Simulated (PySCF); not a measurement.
Species: trans-[OsO2(OH)4]2- (charge -2 and singlet state).
Cartesian coordinates in Å at the PBE0-D3(BJ)/def2-SVP level; atoms count from 1:
```xyz
11
H4O6Os angstrom
Os     0.0001    0.0000    0.0004
O      0.0188    0.0089    1.7515
O     -0.0196   -0.0100   -1.7508
O      2.0303   -0.1419   -0.0201
H      2.2687    0.7930   -0.0305
O     -2.0304    0.1426    0.0210
H     -2.2690   -0.7923    0.0290
O      0.1416    2.0304   -0.0138
H     -0.7934    2.2684   -0.0036
O     -0.1411   -2.0306    0.0138
H      0.7939   -2.2685    0.0031
```

Level of theory: PBE0-D3(BJ)/def2-SVP geometry optimisation, gas phase, def2 core potentials past Kr (PySCF).

Which atoms are bound to Os1, and at what distances?

6 atoms: O2 1.751 Å, O3 1.751 Å, O4 2.035 Å, O8 2.035 Å, O10 2.036 Å, O6 2.036 Å. The nearest atom not counted as bound is H9, at 2.40 Å (others tie with it).

List the angles at Os1.

| angle | degrees | distance of the outer atoms (Å) |
| --- | --- | --- |
| O4–Os1–O6 | 180.0 | 4.07 |
| O8–Os1–O10 | 180.0 | 4.07 |
| O2–Os1–O3 | 180.0 | 3.50 |
| O2–Os1–O8 | 90.1 | 2.69 |
| O3–Os1–O4 | 90.0 | 2.69 |
| O6–Os1–O10 | 90.0 | 2.88 |
| O2–Os1–O6 | 90.0 | 2.69 |
| O4–Os1–O8 | 90.0 | 2.88 |
| O3–Os1–O10 | 90.0 | 2.69 |
| O2–Os1–O4 | 90.0 | 2.68 |
| O4–Os1–O10 | 90.0 | 2.88 |
| O6–Os1–O8 | 90.0 | 2.88 |
| O3–Os1–O8 | 90.0 | 2.68 |
| O3–Os1–O6 | 90.0 | 2.68 |
| O2–Os1–O10 | 90.0 | 2.68 |

What is the shape at Os1?

Octahedral: the three widest angles are 180.0°, 180.0° and 180.0°, the others run from 90.0° to 90.1°. The Os–O distances aren't all alike: 1.751 to 2.036 Å.

What are the other bond lengths?

O4–H5 and 3 like bonds 0.965 Å.

What are the rotational constants (commonest isotopes, rigid rotor)?

A = 2086, B = 2085, C = 1753 MHz: an oblate symmetric top.

Point group: C4h (every atom within 0.08 Å of its image). Charge -2, singlet. Whether so highly charged an anion holds all its electrons in the gas phase wasn't checked; a finite basis holds them in any case. The ion is multiply charged and computed without counter-ions or solvent. The geometry's basis has no diffuse functions, a weakness for an anion. Stationary, but not proved a minimum.
